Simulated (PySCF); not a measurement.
Species: C6H7NO.
SMILES with atom numbers: `[CH:1]#[C:2][C:3]1([C:4]([NH2:5])=[O:6])[CH2:7][CH2:8]1` (hydrogens: H9 on C1; H10, H11 on N5; H12, H13 on C7; H14, H15 on C8)

The same species was optimised twice, with GFN2-xTB and with PBE0-D3(BJ)/def2-SVP (PySCF), and the same property calculations (PySCF, gas phase) were run on both structures.

| coordinate | GFN2-xTB | PBE0-D3(BJ)/def2-SVP | change |
| --- | --- | --- | --- |
| C1≡C2 (Å) | 1.199 | 1.213 | +0.014 |
| C3–C4 (Å) | 1.506 | 1.516 | +0.010 |
| C2–C3 (Å) | 1.429 | 1.438 | +0.009 |
| C7–C8 (Å) | 1.484 | 1.479 | -0.005 |
| C3–C8 (Å) | 1.518 | 1.522 | +0.004 |
| C3–C7 (Å) | 1.518 | 1.522 | +0.004 |
| C4=O6 (Å) | 1.212 | 1.216 | +0.004 |
| C4–N5 (Å) | 1.352 | 1.350 | -0.002 |
| C3–C4–O6 (°) | 122.4 | 120.9 | -1.5 |
| C4–C3–C8 (°) | 115.7 | 114.3 | -1.4 |
| C4–C3–C7 (°) | 115.7 | 114.3 | -1.4 |
| C1–C2–C3 (°) | 180.0 | 178.7 | -1.3 |
| C2–C3–C4 (°) | 117.4 | 118.5 | +1.1 |
| N5–C4–O6 (°) | 122.8 | 123.7 | +0.9 |
| C2–C3–C7 (°) | 118.1 | 118.8 | +0.7 |
| C3–C4–N5 (°) | 114.8 | 115.4 | +0.6 |
| C2–C3–C4–N5 (°) | 0 | 0 | 0 |

Rotational constants: A = 2856, B = 2138, C = 1351 MHz (GFN2-xTB) against A = 2859, B = 2106, C = 1338 MHz (PBE0-D3(BJ)/def2-SVP). Point groups within 0.08 Å: Cs and Cs.

On the GFN2-xTB structure: isotropic polarisability (au) 77.5 [wB97X-D/def2-SVPD]; HOMO (eV) -9.36 [wB97X-D/def2-SVPD]; LUMO (eV) 2.15 [wB97X-D/def2-SVPD]; dipole (D) 3.07 [wB97X-D/def2-SVPD].

Task: What do these properties become on the PBE0-D3(BJ)/def2-SVP structure?

Result: 
```csv
property,level,on GFN2-xTB,on PBE0-D3(BJ)/def2-SVP,change
isotropic polarisability (au),wB97X-D/def2-SVPD,77.5,78.8,+1.3
HOMO (eV),wB97X-D/def2-SVPD,-9.36,-9.36,0.00
LUMO (eV),wB97X-D/def2-SVPD,2.15,2.12,-0.03
dipole (D),wB97X-D/def2-SVPD,3.07,3.05,-0.02
"energy, GFN2-xTB geometry as zero (kcal/mol)",wB97X-D/def2-SVPD,0.0,-0.9,-0.9
```

The heavy atoms differ by 0.025 Å rms after alignment. Among bonds between heavy atoms C1≡C2 changes most (+0.014 Å). Changes are differences of the printed values. Neither structure is proved a minimum here.

Shape of the structure used: `[CH:1]#[C:2][C:3]1([C:4]([NH2:5])=[O:6])[CH2:7][CH2:8]1`: C2–C3–C4–N5 0°, H–N5–C4–C3 179°, H–N5–C4–C3 1°.

wB97X-D is run here without its empirical dispersion term; that term would change no orbital, density or response property at a fixed geometry.
